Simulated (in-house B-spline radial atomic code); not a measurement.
## Ar⁴⁺: [He] 2s2 (2p1/2)2 (2p3/2)3 3s2 3p3 (with a hole in an inner shell)

Method: Dirac-Kohn-Sham LDA VWN5, spherical fractional occupations, Fermi nucleus of rms radius 3.4274 fm. Calculated with a B-spline radial code for spherical atoms.

Z_r = [3n² - l(l+1)]/(2<r>); Z_e = n√(-2ε); the last column is Slater's effective charge. Values are occupation-weighted means over j.

| shell | electrons | ε (eV) | <r> (bohr) | Z_r | Z_e | Slater |
| --- | --- | --- | --- | --- | --- | --- |
| 1s | 2 | -3224.6 | 0.08589 | 17.46 | 15.39 | 17.70 |
| 2s | 2 | -390.02 | 0.4063 | 14.77 | 10.71 | 14.20 |
| 2p | 5 | -327.03 | 0.3649 | 13.70 | 9.81 | 14.20 |
| 3s | 2 | -86.61 | 1.205 | 11.20 | 7.57 | 8.65 |
| 3p | 3 | -70.363 | 1.265 | 9.88 | 6.82 | 8.65 |

The least bound orbital is 3p3/2 at -70.26 eV, and it is also the most diffuse (<r> = 1.266 bohr). The part-filled 2p shell lies below the filled 3s shell in orbital energy.

For the 1s electron the small component carries 0.41 % of the norm, the zero-frequency Breit interaction raises the level by 2.526 eV, self-energy by 1.151 eV, and vacuum polarisation lowers it by 0.08061 eV.
